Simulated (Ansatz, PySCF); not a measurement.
Reaction (SMILES): CCC [propane] → [CH2]CC + H atom (the C-H bond at the site shown breaks; other sites are not compared here)
Geometries: B3LYP-D3(BJ)/def2-TZVP minima from Ansatz (an electronic-structure program), one conformer each, not searched for the lowest.

Property: bond dissociation energy (enthalpy at 298 K, with B3LYP-D3(BJ) rigid-rotor harmonic-oscillator terms from PySCF), in eV. Cores are frozen in the correlated levels unless marked. Open shells are spin-unrestricted. Spin-orbit coupling is left out. Non-relativistic. Basis-set limits of correlation are two-point, X^-3; Hartree-Fock from the larger set. [CCSD(T)-MP2]/basis is that difference in the basis named.

Level to compare with: RI-MP2/CBS(cc-pVTZ,cc-pVQZ)+[CCSD(T)-MP2]/cc-pVTZ (Ansatz), 4.44 eV. It is a level with limits of its own, and the differences hold the functionals' basis error too.

Rank these functionals by how close they come to RI-MP2/CBS(cc-pVTZ,cc-pVQZ)+[CCSD(T)-MP2]/cc-pVTZ, closest first: SVWN5/def2-TZVPD (Ansatz); wB97X-V/def2-TZVPD (Ansatz); r2SCANh/def2-TZVPD (Ansatz).

wB97X-V/def2-TZVPD (range-separated hybrid with VV10, 4.39 eV, difference -0.05), r2SCANh/def2-TZVPD (hybrid meta-GGA, 4.17 eV, difference -0.27), SVWN5/def2-TZVPD (LDA, 4.77 eV, difference 0.33)
